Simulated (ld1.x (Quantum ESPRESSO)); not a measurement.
# Varying the TM potential for zinc

Base potential:

| Item | Value |
| --- | --- |
| Element | Zn (Z = 30) |
| Generator | ld1.x (Quantum ESPRESSO) 7.5 |
| Type | norm-conserving Troullier–Martins (Kleinman–Bylander form) |
| Functional | LDA (PZ) |
| Relativity | scalar-relativistic |
| Frozen core | [Ar] |
| Valence charge | 12 |
| Reference configuration | 3d10 4s1 4p1 |
| Partial waves | 4s (bound): rc 2.05 bohr; 4p (bound): rc 2.00 bohr; 3d (bound): rc 1.35 bohr |
| Local potential | the d channel |
| Core correction | Bessel-smoothed model core inside 0.85 bohr |

All-electron outer shells of the reference configuration (LDA (PZ), scalar-relativistic, ld1.x):

```json
{"shell": "3s", "level (eV)": "-130.84", "outermost node (bohr)": "0.28", "outermost maximum (bohr)": "0.59"}
{"shell": "3p", "level (eV)": "-85.48", "outermost node (bohr)": "0.25", "outermost maximum (bohr)": "0.59"}
{"shell": "3d", "level (eV)": "-12.59", "outermost node (bohr)": "–", "outermost maximum (bohr)": "0.56"}
{"shell": "4s", "level (eV)": "-7.65", "outermost node (bohr)": "0.85", "outermost maximum (bohr)": "2.04"}
{"shell": "4p", "level (eV)": "-2.26", "outermost node (bohr)": "0.92", "outermost maximum (bohr)": "2.85"}
```

Cutoffs, loose and tight: the cutoffs (Ry, on a coarse ladder) from which the occupation-weighted sum of valence levels, in a spherical-Bessel basis at the reference potential, stays within 10 and 1 mRy of its value at 400 Ry. They do not see the model core or the augmentation charge, which bear on the density cutoff. Test errors are all-electron minus pseudo excitation energies from the reference, over the configurations 3d10 4s2 4p0; 3d10 4s1 4p0; 3d10 4s0 4p0; 3d10 4s0 4p1; 3d8 4s0 4p0; 3d9 4s2 4p1; 3d10 4s1.5 4p0 (two spin-polarised tests are not counted in the largest error). A dash means not determined; rows that change the core or the reference have their own tests.

A true bound ghost makes a file unfit for plane-wave use even where its test errors are small: the radial tests pick states by their node count and pass the ghost by.

| change | outcome | cutoff, loose | cutoff, tight | bound ghosts | largest test error (meV) |
| --- | --- | --- | --- | --- | --- |
| base | generated | 160 Ry | 260 Ry | s, p | -989 |
| core correction Bessel-smoothed model core inside 0.52 bohr | generated | 160 Ry | 260 Ry | s, p | -987 |
| core correction Bessel-smoothed model core inside 0.68 bohr | generated | 160 Ry | 260 Ry | s, p | -988 |
| core correction Bessel-smoothed model core inside 0.82 bohr | generated | 160 Ry | 260 Ry | s, p | -989 |
| core correction Bessel-smoothed model core inside 0.98 bohr | generated | 160 Ry | 260 Ry | s, p | -988 |
| core correction Bessel-smoothed model core inside 1.16 bohr | generated | 160 Ry | 260 Ry | s, p | -977 |
| core correction Bessel-smoothed model core inside 1.32 bohr | generated | 160 Ry | 260 Ry | s, p | -953 |
| core correction Bessel-smoothed model core inside 1.46 bohr | generated | 160 Ry | 260 Ry | s, p | -924 |
| core correction Bessel-smoothed model core inside 1.60 bohr | generated | 160 Ry | 260 Ry | s, p | -889 |

What comes out with this change to the base: core correction none?

outcome: generated; cutoff, loose: 160 Ry; cutoff, tight: 260 Ry; bound ghosts: s, p; largest test error (meV): -580.
